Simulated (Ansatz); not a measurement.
Born–Oppenheimer molecular dynamics of BFH$_{7}$NSi$_{2}$ (12 atoms, charge 0, multiplicity 1). It starts from a relaxed structure.

Method: Ansatz 0.2.0, UKS B3LYP-D4/STO-3G.

```yaml
ensemble: NVE (velocity Verlet)
time_step: 1 fs
steps_asked: 155
starting_velocities_drawn_for: 3000 K
seed: 924050
```

First frame:

```xyz
12
Properties=species:S:1:pos:R:3
B -1.029 1.113 0.142
Si -0.046 -0.079 1.410
N 0.959 -0.961 0.208
Si 0.501 -0.622 -1.395
F -0.235 0.950 -1.200
H -0.960 2.261 0.374
H -2.113 0.739 -0.116
H -0.798 -1.054 2.178
H 0.899 0.518 2.334
H 1.973 -1.076 0.396
H -0.632 -1.356 -1.919
H 1.557 -0.488 -2.377
```

Q: How far do the bonds stretch over the last three quarters of this one trajectory? (Pairs bonded in most of those frames.)

A: 
```json
{"bond": "B1–Si2", "mean (Å)": "2.037", "spread (Å)": "0.131", "shortest": "1.84", "longest": "2.29"}
{"bond": "B1–F5", "mean (Å)": "1.599", "spread (Å)": "0.066", "shortest": "1.47", "longest": "1.72"}
{"bond": "B1–H6", "mean (Å)": "1.190", "spread (Å)": "0.065", "shortest": "1.05", "longest": "1.31"}
{"bond": "B1–H7", "mean (Å)": "1.203", "spread (Å)": "0.086", "shortest": "1.05", "longest": "1.36"}
{"bond": "Si2–N3", "mean (Å)": "1.809", "spread (Å)": "0.078", "shortest": "1.66", "longest": "1.95"}
{"bond": "Si2–H8", "mean (Å)": "1.466", "spread (Å)": "0.034", "shortest": "1.40", "longest": "1.53"}
{"bond": "Si2–H9", "mean (Å)": "1.462", "spread (Å)": "0.032", "shortest": "1.41", "longest": "1.53"}
{"bond": "N3–Si4", "mean (Å)": "1.709", "spread (Å)": "0.045", "shortest": "1.63", "longest": "1.82"}
{"bond": "N3–H10", "mean (Å)": "1.054", "spread (Å)": "0.064", "shortest": "0.95", "longest": "1.15"}
{"bond": "Si4–F5", "mean (Å)": "1.749", "spread (Å)": "0.036", "shortest": "1.68", "longest": "1.83"}
{"bond": "Si4–H11", "mean (Å)": "1.519", "spread (Å)": "0.179", "shortest": "1.23", "longest": "1.76"}
{"bond": "Si4–H12", "mean (Å)": "1.463", "spread (Å)": "0.041", "shortest": "1.39", "longest": "1.53"}
```

Mean temperature of the second half: 1493 K. The conserved energy wandered by up to 9.0 meV per atom (net 4.0 meV per atom), which is poor conservation. The temperature averaged 0.50 of the 3000 K drawn at the start: a run that starts near a minimum puts about half its kinetic energy into the potential. A run of 0.15 ps of so small a system gives no equilibrium averages. Limits of this set-up: minimal basis.

The run took 9.9 min on 1 CPU thread of a shared host.
